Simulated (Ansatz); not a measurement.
CH10N2Si2 can be A, `C[SiH](N)[SiH2]N`, or B, `NC([SiH3])N[SiH3]`.

Computed with Ansatz on PBE0-D4/def2-TZVP structures; ΔE is electronic, products minus reactants. CBS: MP2 limit from def2 TZ/QZ plus the TZ coupled-cluster correction, frozen cores. Functionals use def2-TZVPP. B3LYP here is the variant with VWN-RPA as its local correlation; programs differ in this. Each species was taken in one conformer, which may not be the lowest.

Problem. Which is lower in electronic energy at CCSD(T)/CBS, and by how much? (Estimate.)

Solution. Computed: A, by 48.7 kcal/mol.

Problem. Give E(B) − E(A) in kcal/mol with CCSD/def2-TZVPP, r2SCAN-D4, HF/def2-TZVPP, B3LYP, MP2/def2-TZVPP, PBE-D4, CCSD(T)/def2-TZVPP. (Best estimate.)

Solution. The calculation gave: CCSD/def2-TZVPP 47.7, r2SCAN-D4 49.3, HF/def2-TZVPP 47.5, B3LYP 48.1, MP2/def2-TZVPP 48.5, PBE-D4 47.5, CCSD(T)/def2-TZVPP 47.3. None reverses the order clearly.

Largest T1 diagnostic: 0.011.

The D4 term adds −0.8 kcal/mol with B3LYP and −0.4 kcal/mol with PBE0; it sums over pairs of atoms, weighted by their polarisabilities, and B3LYP, whose exchange is more repulsive, gets the larger term. From PBE to PBE0 (25 % exact exchange), in def2-TZVPP and without D4, E(B) − E(A) moves by +1.0 kcal/mol.
